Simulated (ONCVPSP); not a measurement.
How hard is this N (Z = 7) ONCV potential?

| Item | Value |
| --- | --- |
| Element | N (Z = 7) |
| Generator | ONCVPSP 4.0.1 |
| Type | optimised norm-conserving Vanderbilt (ONCV) |
| Functional | PBE |
| Relativity | scalar-relativistic |
| Frozen core | [He] |
| Valence charge | 5 |
| Reference configuration | 2s2 2p1.5 (charge +1.5) |
| Partial waves | 2s: rc 0.85 bohr, ncon 3, nbas 6, qcut 7.6 1/bohr, 2 projectors, debl 3.4 Ha; 2p: rc 2.20 bohr, ncon 3, nbas 7, qcut 7 1/bohr, 1 projector |
| Local potential | polynomial inside 0.80 bohr (lpopt 4, dvloc0 0 Ha) |
| Core correction | polynomial model core, fcfact 0.7 |

Question: For each optimised wave give the share of its norm inside rc, the residual kinetic energy above qcut (Ha) and the cutoffs (Ha) for errors of 10, 1, 0.1 and 0.01 mHa per electron.

Answer:

| wave | norm inside rc | residual KE | 10 mHa | 1 mHa | 0.1 mHa | 0.01 mHa |
| --- | --- | --- | --- | --- | --- | --- |
| 2s | 0.254 | 1.1e-03 | 20.0 | 29.7 | 103.7 | 172.0 |
| s projector 2 | 0.045 | 7.2e-04 | 17.1 | 27.4 | 111.6 | 245.7 |
| 2p | 0.934 | 8.2e-08 | 12.2 | 15.5 | 18.4 | 20.6 |

The occupied waves need 30 Ha and 104 Ha for 1 and 0.1 mHa.
